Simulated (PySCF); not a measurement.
Spectroscopy problems

- GFN2-xTB geometry
- GIAO PBE0/pcSseg-1 shieldings
- code: PySCF
- averaged over atoms made equivalent by symmetry, fast rotation or ring inversion, single conformer, in vacuum, relativity neglected

Shifts are taken against calculated references (same method and geometry level): TMS for 1H (σ = 31.72 ppm), 13C (σ = 186.93 ppm). Where no couplings were computed, multiplicities follow the n + 1 count of equivalent neighbours, and m marks all less simple cases (inequivalent or close neighbours, rings, F or P nearby). Shifts are as computed. Against solution values, carbons near 30 ppm lie about +3 ppm off and those near 130 ppm about +5 ppm. Of 1211 compounds with measured shifts, 218 miss one by over three times the rms of a fit or turn the order of signals round; such compounds aren't used in these exercises.

**Question.** C10H10O. 1H NMR (500 MHz, computed): δ 8.33 (d, 2H), 7.79 (d, 2H), 6.90 (m, 1H), 6.46 (m, 1H), 5.80 (m, 1H), 2.62 (s, 3H). 13C{1H} NMR (computed): δ 199.5 (C), 146.0 (C), 144.0 (CH), 139.3 (C), 135.4 (CH), 131.5 (CH), 122.4 (CH2), 28.6 (CH3). Identify the compound.

**Answer.** 1-(4-vinyl-phenyl)-ethanone (c1c(C=C)ccc(C(C)=O)c1). The formula gives 6 degrees of unsaturation (1 ring in the answer). 8 carbon signals for 10 carbons: some carbons are equivalent by symmetry or fast rotation. Carbon types of the structure: 3 × C, 5 × CH, 1 × CH2, 1 × CH3, which accounts for all hydrogens. δC 199.5: ketone carbonyl carbon; low-lying n→π* states of the double bond to the heteroatom give a large paramagnetic term (-255 ppm). δC 144.0: alkene CH; the olefinic region. δC 135.4, 131.5: aromatic CH; the aromatic region. δC 122.4: terminal =CH2 carbon; an sp2 carbon of a C=C bond.

The shifts were computed for this structure.

**Question.** C10H10O. 1H NMR (600 MHz, computed): δ 8.64 (d, 1H), 7.74 (m, 1H), 7.66 (m, 1H), 7.52 (d, 1H), 2.97 (m, 2H), 2.63 (m, 2H), 2.06 (m, 2H). 13C{1H} NMR (computed): δ 200.9 (C), 149.8 (C), 139.4 (CH), 135.9 (CH), 135.6 (C), 133.6 (CH), 132.2 (CH), 43.2 (CH2), 34.5 (CH2), 28.0 (CH2). What is it?

**Answer.** alpha-tetralone. The formula gives 6 degrees of unsaturation (2 rings in the answer). 10 carbon signals for 10 carbons: no two carbons are equivalent. Carbon types of the structure: 3 × C, 4 × CH, 3 × CH2, which accounts for all hydrogens. δC 200.9: ketone carbonyl carbon; the double bond to the heteroatom, with no lone-pair donor beside it, deshields it most. δC 149.8, 135.6: substituted aromatic carbon. δC 139.4, 135.9, 133.6, 132.2: aromatic CH; the aromatic region. δH 8.64, 7.74, 7.66, 7.52: hydrogen on an aromatic CH.

This is the structure that produced the data.
